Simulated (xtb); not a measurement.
Br₂GaH₂N, SMILES [NH2][Ga]([Br])[Br]. All values are semi-empirical tight-binding results from xtb (GFN2-xTB unless named), good for trends rather than for accurate numbers. The structure is a stationary point at GFN2-xTB. The structure was generated by enumeration; whether it is a known compound was not checked. Other conformers were not sampled.

For metal compounds this method's bond lengths and energies can be far off.

Computed properties:
| Quantity | Result |
|---|---|
| point group as xtb finds it | Cs |
| orbital gap | 3.55 eV |
| zero-point energy | 15.3 kcal/mol |
| G − E(el) at 298.15 K (modified RRHO) | -6.5 kcal/mol |
